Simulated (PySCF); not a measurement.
Two species compared at the same levels of theory.

First species: C8H12O2.
InChI=1S/C8H12O2/c1-6-3-8(4-6)5-10-7(2)9/h5-6H,3-4H2,1-2H3

Second species: C5H7O2PS.
Bonds: C1–O2, O2–C3, C3–P4 (aromatic), P4–C5 (aromatic), C5–S6 (aromatic), S6–C7 (aromatic), C7–O8, O8–C9, C3–C7 (aromatic). Hydrogens: H10, H11, H12 on C1; H13 on C5; H14, H15, H16 on C9.

Levels: PBE0/pcSseg-1 for dipole moment, HOMO energy, LUMO energy and HOMO–LUMO gap; GFN2-xTB for rotational constant A and rotational constant C. Geometries: GFN2-xTB. Each structure is a single optimised conformer of the isolated species, non-relativistic unless stated. Electronic properties by PySCF.

The conformers computed, where there is a choice (atom-mapped SMILES and torsion angles):
- `[CH3:1][C:2](=[O:3])[O:4][CH:5]=[C:6]1[CH2:7][CH:8]([CH3:9])[CH2:10]1`: C1–C2–O4–C5 179°, C2–O4–C5–C6 178°
- `[CH3:1][O:2][c:3]1[p:4][cH:5][s:6][c:7]1[O:8][CH3:9]`: C1–O2–C3–P4 0°, S6–C7–O8–C9 2°

Question: Which has the higher rotational constant A?

Answer: The first: 4.191 GHz against 1.692 GHz, a difference of 2.499 GHz.

Question: Which has the higher HOMO–LUMO gap?

Answer: The first: 6.52 eV against 4.74 eV, a difference of 1.78 eV.

Question: Which of the two has the higher HOMO energy, and by how much?

Answer: The second: -5.91 eV against -6.70 eV, a difference of 0.79 eV.

Question: Which of the two has the higher LUMO energy, and by how much?

Answer: The first: -0.18 eV against -1.17 eV, a difference of 0.99 eV.

Question: Which of the two has the higher rotational constant C, and by how much?

Answer: The second: 0.676 GHz against 0.491 GHz, a difference of 0.185 GHz.

Question: Which of the two has the higher dipole moment, and by how much?

Answer: The first: 2.41 D against 1.40 D, a difference of 1.01 D.

On the first: The dipole matches unit charges of opposite sign 0.50 Å apart (1 e·Å = 4.8032 D). GFN2-xTB frequencies show an imaginary mode (26i cm⁻¹), so this geometry is no minimum at that level.

On the second: The dipole matches unit charges of opposite sign 0.29 Å apart (1 e·Å = 4.8032 D).
